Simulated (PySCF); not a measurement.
# Zn (zinc, neutral) across methods

[Ar] 3d9 4s2 4p1, one real determinant (an excited configuration). Computed with PySCF 2.14 in x2c-QZVPPall (11s7p6d4f2g, 108 functions), with the spin-free X2C one-electron Hamiltonian (Gaussian nucleus).

| method | E (hartree) | mean ε 4s α (eV) | mean ε 4s β (eV) | mean ε 4p α (eV) | Σ⟨r²⟩ (bohr²) | ⟨S²⟩ |
| --- | --- | --- | --- | --- | --- | --- |
| PBE0 | -1795.316 | -9.895 | -8.857 | -3.895 | 40.24 | 2.004 |
| revPBE | -1795.467 | -8.759 | -7.949 | -3.048 | 40.50 | 2.003 |
| LDA | -1792.550 | -9.059 | -8.339 | -3.052 | 40.24 | 2.001 |
| PBE | -1795.308 | -8.833 | -8.049 | -3.055 | 40.47 | 2.003 |
| TPSS | -1795.569 | -8.901 | -7.939 | -3.148 | 40.05 | 2.004 |
| MN15 | -1796.769 | -10.486 | -9.660 | -4.204 | 40.91 | 2.003 |
| r2SCAN | -1795.539 | -9.098 | -8.237 | -3.313 | 39.87 | 2.007 |

**Question.** Estimate the same row for UHF.

**Answer.** E (hartree) = -1793.98995; mean ε 4s α (eV) = -12.359; mean ε 4s β (eV) = -10.407; mean ε 4p α (eV) = -5.920; Σ⟨r²⟩ (bohr²) = 41.21; ⟨S²⟩ = 2.010.

⟨L²⟩ = 8.01 against 12 for a pure F term, so this real determinant mixes terms.
